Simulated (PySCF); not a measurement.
## Hg²⁺ (mercury, charge +2) across methods

[Xe] 4f14 5d9 6s1, high-spin 3D determinant (an excited configuration). Computed with PySCF 2.14 in aug-cc-pVTZ-PP with ECP60MDF, with a scalar-relativistic core potential.

```csv
method,E (hartree),mean ε 5d α (eV),mean ε 5d β (eV),mean ε 6s α (eV),Σ⟨r²⟩ (bohr²),⟨S²⟩
M06-L,-152.3281,-32.387,-31.047,-24.618,35.98,2.001
PBE,-152.2528,-32.101,-30.959,-25.234,36.39,2.001
r2SCANh,-152.2677,-33.410,-32.033,-25.865,36.15,2.002
r2SCAN,-152.2875,-32.656,-31.282,-25.511,36.16,2.002
UHF,-151.38360,-39.239,-37.693,-27.909,36.38,2.002
wB97X-V,-152.1982,-36.520,-35.482,-28.148,36.29,2.000
PBE0,-152.2257,-34.143,-32.913,-26.116,36.29,2.001
wB97X,-152.2576,-36.537,-35.478,-28.000,36.21,2.001
```

Question: Estimate the same row for LDA.

Answer: E (hartree) = -151.9695; mean ε 5d α (eV) = -32.230; mean ε 5d β (eV) = -31.124; mean ε 6s α (eV) = -25.603; Σ⟨r²⟩ (bohr²) = 36.52; ⟨S²⟩ = 2.000.

Energies and moments cover only the electrons outside the core potential. Spin-orbit coupling, absent here, splits the open shell strongly.
